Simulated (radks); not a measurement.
The gadolinium ion Gd53+, configuration [Ne] 3s1 (the NIST ground configuration).

All-electron calculation, non-relativistic Kohn-Sham, TPSS, spin-polarised, spherical densities, point nucleus; open shells are filled with parallel spins first (spin-orbit coupling, left out, can overturn this in heavy ions); meta-GGA in the generalised Kohn-Sham scheme; relativity is left out, which matters for an element this heavy. Program: a radial shooting solver on a logarithmic mesh with Libxc functionals.

Energy parts (hartree):
| part | energy |
|---|---|
| total | -7821.5141 |
| kinetic | 7821.0551 |
| electron-nucleus | -16222.1278 |
| Hartree | 689.7331 |
| exchange-correlation | -110.1745 |

Orbitals (lengths in bohr, moments of r in powers of bohr; <r^-3> diverges for s and p1/2; r(90%) holds 90 % of the orbital's charge):
orbital,occ.,eigenvalue (hartree),<r^-3>,r(90%),<r^4>
1s up,1,-1878.058,-,0.0421,1.416e-06
1s down,1,-1877.949,-,0.0421,1.416e-06
2s up,1,-413.3171,-,0.151,0.0002185
2s down,1,-413.1702,-,0.151,0.0002180
2p up,3,-401.8856,9256,0.135,0.0001377
2p down,3,-401.7593,9258,0.135,0.0001374
3s up,1,-173.5564,-,0.335,0.005391
3s down,0,-172.7148,-,0.335,0.005375

The highest occupied level is 3s up at -4722.7 eV. Virial ratio -V/T = 2.00006. Summed over all electrons, <r^2> = 0.1366 bohr^2, which gives a Langevin (diamagnetic) susceptibility term of -0.108 x 10^-6 cm^3/mol.
